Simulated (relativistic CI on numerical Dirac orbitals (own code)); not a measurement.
## Tc2+: L2,3 absorption edge

Computed with this model: Dirac-Coulomb-Breit CI, KLI orbitals optimised for each configuration, model QED (radiative potential, 1s self-energy scaled to tabulated hydrogen-like ionisation energies), valence Slater integrals scaled by 0.9, multiplet model of core-to-valence dipole absorption; configurations [Kr] 4d5 → [He] 2s2 2p5 3s2 3p6 3d10 4s2 4p6 4d6; 300 K; Lorentzian 0.96 eV and Gaussian 0.5 eV FWHM. Energies are those of the free ion, without screening or charge transfer. The branching ratio is the share of the lower-energy edge in the whole absorption, uncertain by about 0.02 where the edges overlap. S is read from ⟨S²⟩ = S(S + 1).

Field parameters in Wybourne normalisation: D3d B²₀ = −7Dσ, B⁴₀ = −14Dq − 21Dτ, B⁴₃ = −14√(10/7) Dq; D4h B²₀ = −7Ds, B⁴₀ = 21(Dq − Dt), B⁴₄ = 21√(5/14) Dq; Oh B⁴₀ = 21Dq, B⁴₄ = √(5/14) B⁴₀; Td as Oh with Dq negative (B⁴₀ = 21Dq, B⁴₄ = √(5/14) B⁴₀). The field is a parameter set, without covalency.

Peaks in eV (height, largest 100): 2679.4 (84), 2681.0 (100), 2796.3 (36), 2798.0 (36).

(1) Which surroundings give this spectrum?
A. Td, 10Dq = -6400 cm⁻¹
B. D3d, 10Dq = 34950, Dσ = -200, Dτ = 410 cm⁻¹
C. D4h, 10Dq = 17500, Ds = -1190, Dt = 410 cm⁻¹
D. Oh, 10Dq = 34550 cm⁻¹

Answers

(1) C. D4h, 10Dq = 17500, Ds = -1190, Dt = 410 cm⁻¹, where the ground state has S = 2.49.
